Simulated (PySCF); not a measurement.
SnI₃, SMILES [Sn-]([I])([I])[I], charge -1.

The structure is a stationary point at B3LYP-D3(BJ)/def2-SVPD. The isomer is the one that the SMILES or the coordinates give; other isomers of the formula were not compared. The def2 effective core potentials stand for the cores of I, Sn; spin–orbit coupling is left out.

These are PySCF with IEF-PCM-B3LYP/def2-SVPD values and carry that method's errors.

The values are the electrostatic part of the solvation free energy, E(continuum) − E(gas) at the gas-phase geometry, in a cavity of scaled van der Waals radii (PySCF's table); cavitation and dispersion terms are not included. A continuum can't describe solvent molecules that bind to the metal. In vacuum the orbital gap is 4.24 eV.

Q: Estimate the values in water (ε = 78.36), cyclohexanone (ε = 15.62), benzene (ε = 2.27). (An estimate is asked for; the answer gives what the named calculation found.)

A: 
```csv
solvent,ε,ΔG(elec) (kcal/mol),gap (eV)
water,78.36,-41.4,4.43
cyclohexanone,15.62,-39.1,4.41
benzene,2.27,-22.7,4.33
```
